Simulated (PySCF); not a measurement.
Spectrum to structure. Computed with PySCF, TDDFT wB97X-D/def2-SVPD, vertical, gas phase, core orbitals frozen in the response. Geometries: GFN2-xTB, one conformer each.

| state | E (eV) | f | main configurations (H = HOMO, L = LUMO) |
| --- | --- | --- | --- |
| S1 | 6.18 | 0.0036 | H→L+1 (78%), H-1→L+1 (13%) |
| S2 | 6.26 | 0.016 | H→L (88%) |
| S3 | 6.71 | 0.025 | H-1→L (69%), H-1→L+3 (15%), H→L+3 (9%) |
| S4 | 6.86 | 0.119 | H-1→L+1 (77%), H→L+1 (14%) |
| S5 | 7.08 | 0.175 | H→L+2 (74%), H-1→L+2 (12%) |
| S6 | 7.33 | 0.063 | H-1→L+2 (67%), H→L+2 (18%) |
| S7 | 7.37 | 0.023 | H→L+3 (76%), H-1→L+3 (12%) |
| S8 | 7.57 | 0.135 | H→L+5 (51%), H-1→L+5 (26%), H-1→L+3 (9%) |

Orbital energies (eV): HOMO-3 -11.34, HOMO-2 -10.78, HOMO-1 -8.81, HOMO -8.30, LUMO 2.12, LUMO+1 2.25, LUMO+2 2.64.

Problem. Which candidate is it? All have the formula C6H11P.
A. `C1PCC(C)=C1C`
B. `C=CCP(C)C=C`
C. `CP(C#CC)CC`

Solution. A. Its S1, at 6.18 eV, is the highest among the candidates; the nearest of the others has S1 at 5.62 eV. S1 is HOMO→LUMO+1 (78%), HOMO-1→LUMO+1 (13%). Löwdin shares by element: HOMO carbon 55% or more, phosphorus 18% (atoms not listed hold the other 26%); LUMO carbon 29% or more, phosphorus 14% (atoms not listed hold the other 57%). At the same level the other candidates give, for their lowest levels:
- `CC#CP(C)CC`: 5.49 eV (f 0.028); 5.99 eV (f 0.081); 6.50 eV (f 0.019); 6.67 eV (f 0.009); 6.93 eV (f 0.207); T1 4.94 eV; HOMO -8.17, LUMO 2.06 eV
- `C=CCP(C)C=C`: 5.62 eV (f 0.159); 6.33 eV (f 0.063); 6.40 eV (f 0.110); 6.76 eV (f 0.122); 7.03 eV (f 0.040); T1 4.16 eV; HOMO -8.22, LUMO 1.48 eV
Triplets come from the Tamm–Dancoff approximation.
